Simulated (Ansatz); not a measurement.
# Worked example: CH7FSi2 + C4H9 → SiH2(CH3)(SiH2) + C4H9F

Species: CH7FSi2 `C[SiH2][SiH2]F`, singlet; C4H9 `C[CH]CC`, doublet; SiH2(CH3)(SiH2), doublet; C4H9F (2-fluorobutane) `CCC(C)F`, singlet. A radical takes F: the energy is the difference in strength between the Si–F bond broken and the C–F bond made.

Shapes, held fixed at every level: PBE0-D4/def2-TZVP. Flexible molecules stand in one conformer, not always the lowest. Programs: Ansatz 0.2.0. The zero-point and thermal change to 298 K, harmonic and unscaled (PBE0-D4/def2-TZVP), is +5.7 kJ/mol.

At CCSD(T)/CBS estimate; 1 Eh = 2625.50 kJ/mol:

```
        species  energy (Eh)
        CH7FSi2  -720.276532
           C4H9  -157.570897
SiH2(CH3)(SiH2)  -620.369631
          C4H9F  -257.430468
```

Problem. Work out ΔH(298 K) of the reaction at this level.

Solution. 
1. Products less reactants: (-620.369631) + (-257.430468) − [(-720.276532) + (-157.570897)] = 0.047330 Eh = +124.3 kJ/mol.
2. With the thermal change: +124.3 + (+5.7) = +130.0 kJ/mol.

Other levels give +123.8 (CCSD(T)/def2-TZVPP) to +133.4 kJ/mol (B2PLYP/def2-TZVPP). No measured value is set beside it here. Open shells run unrestricted. The CBS estimate extrapolates MP2 from def2-TZVPP and def2-QZVPP and adds CCSD(T) − MP2 in the triple-zeta set, cores frozen.
